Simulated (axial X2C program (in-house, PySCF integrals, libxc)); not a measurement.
## Photoelectron levels of SiTe by EOM-IP-CCSD

Calculated with an in-house all-electron X2C program for linear molecules (integrals from PySCF): two-component X2C with atomic mean-field Coulomb and Gaunt terms, Gaussian nuclei, basis Te dyall-cv3z, Si dyall-v3z with contracted cores.

R = 2.380 Å (1.045 times 2.277 Å, the PBE0 minimum at charge 0 for the lowest determinant).

Vertical ionisation energies of SiTe to the states of SiTe⁺:

| Ω of SiTe⁺ | vertical IE (eV) | above lowest (cm⁻¹) | ionised spinor | one-hole weight |
| --- | --- | --- | --- | --- |
| 3/2 | 8.988 | 0 | 69% Te pπ, 26% Si pπ | 0.95 |
| 1/2 | 9.230 | 1951 | 55% Te pπ, 14% Si pπ, 13% Si pσ | 0.95 |
| 1/2 | 9.741 | 6069 | 31% Si pσ, 28% Te pσ, 23% Te pπ | 0.94 |

Q: Take the first Ω = 1/2 and Ω = 3/2 rows of π character: how far apart are they, and which lies lower?

A: E(3/2) − E(1/2) = 0 − 1951 = -1951 cm⁻¹ at EOM-IP-CCSD: inverted, Ω = 3/2 lower. Splittings at this level can be off by ten to twenty per cent.

This point took 16 s on 1 thread of Arm Neoverse V2, with other jobs on the host.

Reference electrons by ω block (each with its −ω partner): 1/2: 22, 3/2: 9, 5/2: 2. 20 electrons of SiTe correlated (inner shells frozen), 82 natural virtual spinors (a truncated set); levels can be off by some tenths of an eV. Roots sought by Ω: (1/2: 4, 3/2: 3, 5/2: 1); the list ends where they run out and leaves out roots under 60 % one-particle weight. The solver can skip a root, and states that need a further excitation, which the method places far too high, are missing though they may lie low or lowest. T1 of the reference 0.019 (Lee–Taylor). Number of frozen shells: Te 4 s, 3 p, 1 d; Si 2 s, 1 p.
